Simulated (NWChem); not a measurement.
borohydride (BH₄ anion); SMILES [BH4-]

```xyz
5

B      0.0001    -0.0002     0.0001
H     -0.8117    -0.8194    -0.4723
H      0.1554    -0.2243     1.2159
H     -0.4373     1.1562    -0.1562
H      1.0935    -0.1124    -0.5874
```
Atoms are numbered in this order, from 1.

All runs: NWChem. Sets without diffuse functions describe the anion's extra electron poorly. Structure relaxed at the B3LYP/def2-SVPD level. Isotropic indirect couplings, all four terms, static geometry, non-relativistic.

For level B3LYP/pcJ-1:

* **J(11B atom 1, 1H atom 3) (Hz)**: 89.9
* **J(11B atom 1, 1H atom 4) (Hz)**: 89.8
* **J(1H atom 3, 1H atom 4) (Hz)**: -10.6

Q: Estimate the same quantities for level B3LYP/IGLO-III.

A: The J(11B atom 1, 1H atom 3) (Hz) is 83.4, the J(11B atom 1, 1H atom 4) (Hz) is 83.3 and the J(1H atom 3, 1H atom 4) (Hz) is -8.7.
